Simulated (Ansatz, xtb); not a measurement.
Spectroscopic constants of PH+, multiplicity 2 (lowest of 2S+1 = 2, 4 at CCSD(T)/def2-TZVPP on PBE0 minima; our sources give no spin for the ground state, which may be another).

The constants come from a fifth-degree fit in 1/R (seven points, main isotopes). In def2 and cc sets the state is the lowest found near the PBE0 minimum, followed along R.

Correlated levels freeze the cores. CBS: X⁻³ extrapolation of the correlation energy, Hartree–Fock from the larger set.

Programs: Ansatz (Gaussian orbitals); xtb for the GFN methods. Each number belongs to the level named beside it. The GFN methods have no spin term and hold the electronic entropy of 300 K.

Problem. What bond length and harmonic frequency does GFN1-xTB give?

Solution. r_e = 1.446 Å, ω_e = 2074 cm⁻¹.

Problem. What bond length and harmonic frequency does BHLYP/def2-TZVPP give?

Solution. r_e = 1.419 Å, ω_e = 2448 cm⁻¹.

Problem. What bond length and harmonic frequency does CCSD(T)/CBS(aug-cc-pV(T+d)Z, aug-cc-pV(Q+d)Z) give?

Solution. r_e = 1.426 Å, ω_e = 2392 cm⁻¹.

Ansatz is a quantum-chemistry and plane-wave program.
